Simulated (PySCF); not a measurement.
F₃OTa, charge -1, doublet, at a GFN2-xTB geometry (such geometries of metal compounds can be far from the true shape) (the multiplicity is a formal guess) (core potentials on Ta) (in this run its highest filled SCF level lies above zero, so its values depend strongly on the basis, on diffuse functions most of all). Base run: PBE/def2-SV(P) run with PySCF.

PySCF was given this input:
```python
from pyscf import gto, scf, dft

mol = gto.Mole()
mol.atom = '''
    Ta    0.079342    0.056098   -0.013634
    O     1.352121    0.835253   -0.879220
    F     0.951084   -1.481904    0.778636
    F    -1.569071   -1.181176   -0.114988
    F    -1.227454    1.465617    0.228467
'''
mol.basis = 'def2-sv(p)'
mol.ecp = {'Ta': 'def2-sv(p)'}
mol.charge = -1
mol.spin = 1
mol.verbose = 4
mol.build()

mf = dft.UKS(mol)
mf.xc = 'pbe'
mf.kernel()
mf.analyze()
```

The base run was repeated with changes; each row names its change, and settings that it needs were set with it.

```csv
change,basis functions,E (Eh),HOMO (eV)
base,81,-431.44188,0.44
basis = jorge-DZP-DKH; relativity = spin-free X2C; nucleus = Gaussian (with mol.nucmod = 'G'; without mol.ecp = {'Ta': 'def2-sv(p)'}),120,-15639.40064,2.13
basis = jorge-DZP-DKH; relativity = none (without mol.ecp = {'Ta': 'def2-sv(p)'}),120,-13444.48458,2.26
basis = x2c-TZVPall; relativity = spin-free X2C; nucleus = Gaussian (with mol.nucmod = 'G'; without mol.ecp = {'Ta': 'def2-sv(p)'}),205,-15980.62447,0.22
basis = x2c-SVPall; relativity = none (without mol.ecp = {'Ta': 'def2-sv(p)'}),122,-13663.93178,-0.32
basis = x2c-TZVPall; relativity = none (without mol.ecp = {'Ta': 'def2-sv(p)'}),205,-14744.87233,0.84
basis = x2c-TZVPall; relativity = spin-free X2C (without mol.ecp = {'Ta': 'def2-sv(p)'}),205,-15982.39183,0.22
basis = x2c-SVPall; relativity = spin-free X2C (without mol.ecp = {'Ta': 'def2-sv(p)'}),122,-15981.09606,0.33
basis = x2c-SVPall; relativity = spin-free X2C; nucleus = Gaussian (with mol.nucmod = 'G'; without mol.ecp = {'Ta': 'def2-sv(p)'}),122,-15979.39499,0.33
basis = jorge-DZP-DKH; relativity = spin-free X2C (without mol.ecp = {'Ta': 'def2-sv(p)'}),120,-15640.78711,2.13
```

Totals shift with the method and basis; they matter in differences.

Open shells are given as the SCF converged; they aren't shown to be the lowest states, and a large step between rows can be another state.

Basis sets contracted for a relativistic Hamiltonian are a mismatch without it, so the rows without relativity aren't non-relativistic limits. No row has spin-orbit coupling; sets with core potentials leave out the core electrons.
